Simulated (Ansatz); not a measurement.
Basis sets compared for Na2Pb3⁺. Charge 1, multiplicity 2. Geometry PBE0-D4/def2-SVP. Ansatz on 4 threads of Arm Neoverse V2 on a shared host; times are rough, and most runs start from earlier orbitals.

Cartesian coordinates in Å:
```
Na 1.237 -1.161 -2.194
Na -1.009 0.631 2.505
Pb -0.500 1.161 -0.682
Pb 2.022 0.780 0.669
Pb -1.750 -1.411 -0.298
```

In the def2 sets Pb takes a core potential; there is no spin–orbit coupling. Another isomer (doublet) lies 0.44 eV lower at PBE0-D4/def2-TZVP; other spin states weren't run for this one.

```csv
level,functions,energy (Eh),HOMO (eV),LUMO (eV),wall time
PBE-D4/def2-SVP,108,-902.8790,-7.21,-6.58,4 s
PBE0-D4/def2-SVP,108,-902.8102,-7.93,-6.01,5.5 s
```

Question: Estimate the rows for PBE-D4/def2-TZVP (with forces), PBE0-D4/def2-TZVP.

Answer: 
| level | functions | energy (Eh) | HOMO (eV) | LUMO (eV) | wall time |
| --- | --- | --- | --- | --- | --- |
| PBE-D4/def2-TZVP (with forces) | 214 | -903.0186 | -7.19 | -6.55 | 7.5 s |
| PBE0-D4/def2-TZVP | 214 | -902.9446 | -7.91 | -5.97 | 15 s |
